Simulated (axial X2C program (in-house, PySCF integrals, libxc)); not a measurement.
**LiTc: from Re and ωe to a spectrum**

A bond curve at the B97-3 level, two-component, was computed with an axial X2C code built on PySCF integrals (basis Tc dyall-cv3z [12s12p8d5f3g], Li dyall-cv3z [7s8p2d] (cores contracted in-house)) for the state Ω = 3 (⟨Sz⟩ = 1.99, ⟨Lz⟩ = 1.01 at B97-3). Its fit gives Re = 2.5636 Å, ωe = 345.2 cm⁻¹, ωexe = 1.96 cm⁻¹ and αe = 3.708e-03 cm⁻¹; the masses are 98.9072 and 7.0160 u. Two-component means X2C with spin–orbit coupling and atomic mean-field Coulomb and Gaunt terms.

(1) Find the reduced mass, Be and the force constant.

(2) A Morse curve ties αe to the other constants (Pekeris). How well does that hold?

(3) Estimate the centrifugal constant by the Kratzer relation.

(4) Where do the fundamental and the first overtone lie?

(5) Estimate De from a Morse curve and compare with the computed well depth of 1.277 eV to Tc + Li.

One determinant describes the state; a PBE0 search over occupations chose it and may have missed a lower one. Dissociation energies refer to the lowest single-determinant-based atoms at the same level and basis. Density functionals use the spin component along the axis (collinear). Without a current term, density functionals place determinants with orbital angular momentum somewhat too high. With several unpaired electrons one determinant need not be a pure state. A state of lower Ω lies just above, and one determinant can place such states too high, so the state shown need not be the lowest. The search has Ω = 2 only 0.02 eV up. Open-shell Ω = 0 determinants with evenly filled partner blocks cannot be reached by this program, so the Ω shown need not be the lowest component. The lowest spin-free determinant has another configuration (M_S = 2, Λ = 0), so the order of states is uncertain and this need not be the ground state.

Results:

(1) From the B97-3 values: μ = 6.5513 u. Be = 16.8576/(μ Re²) = 0.3915 cm⁻¹. k = 5.8918×10⁻⁷ μ ωe² = 0.46 mdyn/Å.

(2) αe(Morse) = 6Be²/ωe × (√(ωexe/Be) − 1) = 3.297e-03 cm⁻¹; the B97-3 curve gives 3.708e-03 cm⁻¹, a ratio of 0.89.

(3) D = 4Be³/ωe² = 2.01e-06 cm⁻¹.

(4) ν(1←0) = ωe − 2ωexe = 341.3 cm⁻¹; ν(2←0) = 2ωe − 6ωexe = 678.6 cm⁻¹.

(5) De(Morse) = ωe²/(4ωexe) = 1.884 eV against 1.277 eV computed, a ratio of 1.48. The extrapolation overshoots: the well softens faster than a Morse curve, or the lowest atomic limit lies below the one to which the curve heads.
